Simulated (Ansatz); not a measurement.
CH₅BiO₃, SMILES C[O][Bi]([OH])[OH].

Geometry: PBE0-D3(BJ)/def2-SVP. The structure was generated by enumeration; whether it is a known compound was not checked. The def2 effective core potentials stand for the cores of Bi; spin–orbit coupling is left out. Other conformers were not sampled.

Two levels are set side by side: PBE/def2-SVPD (Ansatz, a first-principles code) and CAM-B3LYP/def2-SVPD (Ansatz). Energy differences of separate SCF runs at the same geometry; the states with an electron removed or added have multiplicity 2 and 2. Differences are taken from unrounded values.

```csv
quantity,CAM-B3LYP,PBE,PBE minus CAM-B3LYP
vertical ionisation energy (eV),9.90,9.33,-0.57
vertical singlet–triplet gap (eV),5.18,4.62,-0.56
```
